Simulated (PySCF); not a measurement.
C2H8BFN2, SMILES C[C@H](F)B(N)N. Atoms are numbered in the order given.

```xyz
14

C      1.7564    -0.3516     0.6415
C      0.7474     0.0667    -0.4127
F      0.8575     1.4648    -0.5828
B     -0.7642    -0.3014    -0.0343
N     -1.1362    -1.6639     0.0914
N     -1.6460     0.7753     0.1872
H      1.5166     0.1165     1.6096
H      2.7785    -0.0535     0.3571
H      1.7410    -1.4439     0.7832
H      1.0265    -0.3845    -1.3865
H     -0.5019    -2.4269    -0.1001
H     -2.0699    -1.9737     0.3280
H     -1.3112     1.7230     0.0671
H     -2.6228     0.6962     0.4351
```

Geometry: r2SCAN-D4/def2-SVP. The structure was generated by enumeration; whether it is a known compound was not checked. The values are those of a single conformer.

Two levels are set side by side: PBE/pcSseg-1 (PySCF) and PBE0/pcSseg-1 (PySCF). GIAO shifts against BF3 (¹¹B), CFCl3 (¹⁹F), NH3 (¹⁵N), TMS (¹H), TMS (¹³C) at the same level; non-relativistic, no solvent, atoms listed together averaged. Differences are taken from unrounded values.

```json
[
 {"quantity": "δ(¹³C) of C1 (ppm)", "PBE0": "23.7", "PBE": "24.7", "PBE minus PBE0": "1.0"},
 {"quantity": "δ(¹³C) of C2 (ppm)", "PBE0": "88.3", "PBE": "91.9", "PBE minus PBE0": "3.6"},
 {"quantity": "δ(¹⁹F) of F3 (ppm)", "PBE0": "-248.4", "PBE": "-265.8", "PBE minus PBE0": "-17.4"},
 {"quantity": "δ(¹¹B) of B4 (ppm)", "PBE0": "16.2", "PBE": "14.7", "PBE minus PBE0": "-1.5"},
 {"quantity": "δ(¹H) of H10 (ppm)", "PBE0": "4.67", "PBE": "4.85", "PBE minus PBE0": "0.18"}
]
```

Rough cost on one machine, each run with all the roots and properties that it gave: PBE0 against PBE within a factor of 2.
